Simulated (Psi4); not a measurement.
BBr$_{3}$ (SMILES BrB(Br)Br), singlet, at a GFN2-xTB geometry; B3LYP/cc-pVTZ in Psi4 1.11.

Psi4 was given this input:
```
memory 2 GB

molecule mol {
0 1
  B     0.018083   -0.019782   -0.037610
  Br   -1.507311   -1.111182   -0.137553
  Br    0.019712    1.666704   -0.864490
  Br    1.485016   -0.552696    1.007416
}

set basis cc-pvtz
set reference rks

energy('b3lyp')
print_variables()
```

Problem. Write the output that Psi4 gives for this input, abridged.

Solution. 
```
   => Loading Basis Set <=

    Name: CC-PVTZ
    Role: ORBITAL
    Keyword: BASIS

         ---------------------------------------------------------
                                   SCF
               by Justin Turney, Rob Parrish, Andy Simmonett
                          and Daniel G. A. Smith
                              RKS Reference
         ---------------------------------------------------------

  ==> Geometry <==

    Molecular point group: c1
    Full point group: C1

    Geometry (in Angstrom), charge = 0, multiplicity = 1:

       Center              X                  Y                   Z               Mass
    ------------   -----------------  -----------------  -----------------  -----------------
         B            0.018102231168    -0.019803137602    -0.037650232804    11.009305360000
         BR          -1.507291768832    -1.111203137602    -0.137593232804    78.918337600000
         BR           0.019731231168     1.666682862398    -0.864530232804    78.918337600000
         BR           1.485035231168    -0.552717137602     1.007375767196    78.918337600000

  Running in c1 symmetry.

  Rotational constants: A =      0.04039  B =      0.04039  C =      0.02020 [cm^-1]
  Rotational constants: A =   1210.83795  B =   1210.83719  C =    605.45451 [MHz]
  Nuclear repulsion =  745.880457373080048

  Charge       = 0
  Multiplicity = 1
  Electrons    = 110
  Nalpha       = 55
  Nbeta        = 55

  ==> Algorithm <==

  SCF Algorithm Type is DF.
  DIIS enabled.
  MOM disabled.
  Fractional occupation disabled.
  Guess Type is SAD.
  Energy threshold   = 1.00e-06
  Density threshold  = 1.00e-06
  Integral threshold = 1.00e-12

  ==> Primary Basis <==

  Basis Set: CC-PVTZ
    Blend: CC-PVTZ
    Number of shells: 55
    Number of basis functions: 159
    Number of Cartesian functions: 182
    Spherical Harmonics?: true
    Max angular momentum: 3

  ==> DFT Potential <==

   => LibXC <=

    Version 7.1.2
    S. Lehtola, C. Steigemann, M. J. T. Oliveira, and M. A. L. Marques,  SoftwareX 7, 1–5 (2018) (10.1016/j.softx.2017.11.002)

   => Composite Functional: B3LYP <=

    B3LYP Hyb-GGA Exchange-Correlation Functional

    P. J. Stephens, F. J. Devlin, C. F. Chabalowski, and M. J. Frisch,  J. Phys. Chem. 98, 11623 (1994) (10.1021/j100096a001)

    Deriv               =              1
    GGA                 =           TRUE
    Meta                =          FALSE

    Exchange Hybrid     =           TRUE
[...]
   @DF-RKS iter   3: -7747.64381907030474   -5.55530e-01   5.27221e-04 DIIS/ADIIS
   @DF-RKS iter   4: -7747.64381492508255    4.14522e-06   5.15031e-04 DIIS/ADIIS
   @DF-RKS iter   5: -7747.64753645907695   -3.72153e-03   7.51707e-05 DIIS
   @DF-RKS iter   6: -7747.64761564761920   -7.91885e-05   4.45594e-06 DIIS
   @DF-RKS iter   7: -7747.64761590768285   -2.60064e-07   1.84726e-06 DIIS
   @DF-RKS iter   8: -7747.64761595787422   -5.01914e-08   2.70476e-07 DIIS
  Energy and wave function converged.

  ==> Post-Iterations <==

   Electrons on quadrature grid:
      Ntotal   =  110.0000011118 ; deviation = 1.112e-06

    Orbital Energies [Eh]
    ---------------------

    Doubly Occupied:

[...]
      55A     -0.293452

    Virtual:

[...]
    Final Occupation by Irrep:
              A
    DOCC [    55 ]
    NA   [    55 ]
    NB   [    55 ]

  @DF-RKS Final Energy: -7747.64761595787422

   => Energetics <=

    Nuclear Repulsion Energy =            745.8804573730800485
    One-Electron Energy =              -12268.2283398586623662
    Two-Electron Energy =                3998.3291929474239623
    DFT Exchange-Correlation Energy =    -223.6289264197156683
    Empirical Dispersion Energy =           0.0000000000000000
    VV10 Nonlocal Energy =                  0.0000000000000000
    Total Energy =                      -7747.6476159578751322

Computation Completed

Properties will be evaluated at   0.000000,   0.000000,   0.000000 [a0]

Properties computed using the SCF density matrix

 Multipole Moments:

 ------------------------------------------------------------------------------------
     Multipole            Electronic (a.u.)      Nuclear  (a.u.)        Total (a.u.)
 ------------------------------------------------------------------------------------

 L = 1.  Multiply by 2.5417464519 to convert [e a0] to [Debye]
 Dipole X            :         -0.0017785            0.0040165            0.0022380
 Dipole Y            :          0.0019285           -0.0043939           -0.0024653
 Dipole Z            :          0.0037207           -0.0083537           -0.0046331
 Magnitude           :                                                    0.0057054

 ------------------------------------------------------------------------------------

  Variable Map:
  ----------------------------------------------------------------------------
[...]
  Array Variable Map:
  ----------------------------------------------------------------------------
[...]
[...]
```
